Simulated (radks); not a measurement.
Question: These are the eigenvalues of the occupied orbitals of an atom or ion with whole-number occupations (eV). Method: Dirac Kohn-Sham, LDA (Slater exchange, Perdew-Wang correlation), spin-unpolarised, spherical densities, point nucleus; computed with a radial shooting solver on a logarithmic mesh with Libxc functionals.

| orbital | eigenvalue |
|---|---|
| 1s1/2 | -40901.15 |
| 2s1/2 | -8319.599 |
| 2p1/2 | -7993.057 |
| 2p3/2 | -7573.386 |
| 3s1/2 | -3132.605 |
| 3p1/2 | -3010.864 |
| 3p3/2 | -2908.752 |

Which element is it, and in what charge state? The configuration may be excited. Open shells, if any, fill j = l - 1/2 first.

Answer: Z = 57, lanthanum, charge +39: La39+ in [Ar]. The list shows which subshells hold electrons but not how many an open one holds; the 1s level, -1503.1 hartree, gives Z - s = 54.8 by -(Z - s)^2/2, which with screening and relativity narrows Z to a few neighbours, and the depths of the outer levels then fix element, charge and occupations together.
